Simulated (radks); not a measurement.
Numerical settings for neutral ruthenium, [Kr] 4d7 5s1. All-electron calculation, Dirac Kohn-Sham, PBE, spin-unpolarised, spherical densities, point nucleus; open shells are shared between the two j in proportion to 2j + 1. Program: a radial shooting solver on a logarithmic mesh with Libxc functionals. The defaults (mesh step 0.008 in ln r, mesh end at 40 bohr or more with all orbitals vanishing there, Anderson mixing 0.5 over 9 steps, residual threshold near 1e-9 with the energy settled to 1e-9 hartree or 1e-11 of itself, here a cap of 56 iterations) give E = -4531.5400 hartree and 5s1/2 at -4.240 eV in 14 iterations. Run on one thread of a shared host, so times are rough (Arm Neoverse N1): 0.18 s of CPU time, 0.18 s wall, 14 iterations on 2725 mesh points. Changes against that run (0 stands for a change within the tolerance of the run):

| setting | iterations | converged | E (mhartree) | e(5s1/2) (meV) | CPU (s) |
|---|---|---|---|---|---|
| mesh step in ln r 0.012 | 14 | yes | 0 | 0 | 0.13 |
| mesh step in ln r 0.02 | 14 | yes | 0 | 0 | 0.08 |
| mesh step in ln r 0.2 | 2 | no | diverged | - | 0.02 |
| mesh end (bohr) 8 | 14 | yes | +3.96 | +220 | 0.16 |
| mesh end (bohr) 20 | 14 | yes | 0 | 0 | 0.17 |
| residual threshold 0.01 | 10 | yes | 0 | +0.543 | 0.15 |
| residual threshold 0.1 | 10 | yes | 0 | +0.543 | 0.15 |
| mixing 0.01 | 33 | yes | 0 | 0 | 0.38 |
| linear mixing, mixing 0.05 | 56 | no | +0.223 | -214 | 0.56 |
| linear mixing, mixing 0.5 | 30 | yes | 0 | 0 | 0.29 |
| mixing history 20 | 19 | yes | 0 | 0 | 0.22 |
| iteration cap 3 | 3 | no | +1.89 | -519 | 0.05 |

Settings that end as converged yet miss the energy by more than 1 mhartree: mesh end (bohr) 8 (+0.00396 hartree). A mesh that ends early acts as a hard wall.
